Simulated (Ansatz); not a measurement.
Ideal-gas functions of CH₄AlNS (`C1[NH][AlH][S]1`) at 298.15 K and 1 bar, from an Ansatz frequency run at PBE0-D4/def2-TZVP.

Molar mass 89.1 g/mol, point group Cs (symmetry number 1), electronic degeneracy 1, moments of inertia 69.541, 96.194, 162.524 u Å². Harmonic wavenumbers (cm⁻¹, unscaled): 232, 390, 430, 464, 507, 581, 704, 836, 935, 1058, 1167, 1180, 1329, 1503, 1977, 3032, 3077, 3662.

Use S(trans) = R[1.5 ln M + 2.5 ln T − 1.1517]; rotational temperatures θ = 24.2544 K / I; S(rot) = R[ln(√π/σ · √(T³/θAθBθC)) + 1.5]; for each mode x = 1.438777 ν̃/T, S = R[x/(eˣ − 1) − ln(1 − e⁻ˣ)] and H = RT x/(eˣ − 1); 1 cm⁻¹ = 0.0119627 kJ/mol; R = 8.31446 J/(mol·K).

Q: By hand: the entropy, in J/(mol·K).

A: Translation 164.9. Rotation: θ = 0.3488, 0.2521, 0.1492 K, giving 106.3. Vibration, mode by mode: 7.80, 4.18, 3.59, 3.16, 2.68, 2.02, 1.26, 0.75, 0.51, 0.31, 0.20, 0.19, 0.10, 0.05, 0.01, 0.00, 0.00, 0.00, in all 26.8. Electronic 0.0. Sum 298.0 J/(mol·K).

Q: By hand: H − E and G − E in kJ/mol, counted from the electronic energy.

A: Zero-point energy ½ × 23064 × 0.0119627 = 138.0; thermal vibration 5.4; translation, rotation and pV give 4 RT = 9.9. H − E = 153.3 kJ/mol, and G − E = 153.3 − 298.15 × 298.0/1000 = 64.5 kJ/mol.

Vibration gives 9 % of the entropy.
